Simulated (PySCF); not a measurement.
Al(OH) (AlHO), SMILES [OH][Al] (connectivity only; charge and spin as stated), neutral, multiplicity 1.

The structure is a stationary point at B3LYP-D3(BJ)/def2-TZVPD.

All values below come from B3LYP-D3(BJ)/def2-TZVPD (PySCF).

Frequencies are harmonic and unscaled.

Modes within 1.5 cm⁻¹ of each other (mostly degenerate sets) share a row, with their intensities summed.

| mode | ν (cm⁻¹) | IR (km/mol) | Raman (Å⁴/amu) | depolarisation | moving atoms (share of kinetic energy) |
|---|---|---|---|---|---|
| 1–2 | 45 | 358.4 | 1.3 | 0.75 | H 86 %, O 13 % |
| 3 | 828 | 154.2 | 7.2 | 0.64 | O 57 %, Al 39 % |
| 4 | 3955 | 54.8 | 435.9 | 0.31 | H 94 % |
